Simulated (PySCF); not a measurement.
**Pt₂S, triplet: structure and spectrum**

Computed with UPBE0/[S def2-SVP, Pt def2-SVP with ECP60], scalar-relativistic core potentials, density fitting, no spin–orbit coupling, PySCF.

The structure is a minimum.

- Point group: C2v
- Bond lengths: Pt–Pt 2.669 Å, S–Pt 2.158 Å (×2)
- Bond angles: Pt–Pt–S 51.8° (×2), Pt–S–Pt 76.4°
- Principal quadrupole moments (Buckingham, traceless) about the centre of mass: -7.02, -0.23, 7.25 D Å
- Heat capacity Cp at 298.15 K: 53.6 J/(mol K)
- Zero-point energy: 5.5 kJ/mol
- Rotational constants: 0.1983, 0.02428, 0.02163 cm⁻¹
- Rotational symmetry number: 2
- Atomisation energy without zero-point energy: 676 kJ/mol
- Dipole moment: 1.72 D
- Lowest empty level (β): -3.77 eV
- Entropy at 298.15 K and 1 bar (electronic part: spin only): 330.4 J/(mol K)
- Enthalpy at 298.15 K above 0 K: 13.38 kJ/mol
- Spin squared ⟨S²⟩: 2.010
- Highest occupied level (α): -6.21 eV
- Principal polarisabilities: 63.7, 74.6, 117.3 bohr³

Harmonic modes (masses in u: S 31.972, Pt 194.965):
| symmetry | ω (cm⁻¹) | IR (km/mol) |
| --- | --- | --- |
| a1 | 125 | 0.1 |
| b2 | 347 | 0.0 |
| a1 | 449 | 1.7 |

In C2v the vibrations span 2a1 + b2. Here b1 is antisymmetric to the molecular plane and b2 lies in it.

Charges (e):
```json
{"atom": "S1", "Mulliken": "-0.07", "Löwdin": "0.58", "polar tensor": "-0.14", "spin (Mulliken)": "0.71", "Mayer order to S1": "–"}
{"atom": "Pt2,3", "Mulliken": "0.03", "Löwdin": "-0.29", "polar tensor": "0.07", "spin (Mulliken)": "0.65", "Mayer order to S1": "1.30"}
```
Other Mayer orders above 0.3: Pt–Pt 0.75.

Mulliken populations on S1: s 5.93, p 10.02, d 0.12.

Outer orbital energies (eV). α occupied: -8.08, -7.97, -7.69, -7.20, -7.07, -6.99, -6.65, -6.21; empty: -2.59, -2.59, -0.21, 0.24. β occupied: -8.32, -7.69, -7.69, -7.39, -7.11, -7.02, -6.70, -6.59; empty: -3.77, -3.41, -2.25, -2.15.

Other isomers or separated fragments may lie lower. Open d and f shells are described by one determinant, and the ground state may have another occupation or spin. With an element this heavy the missing spin–orbit coupling can shift these numbers.

The final relaxation and frequency run took roughly 5 core-minutes on a shared host.
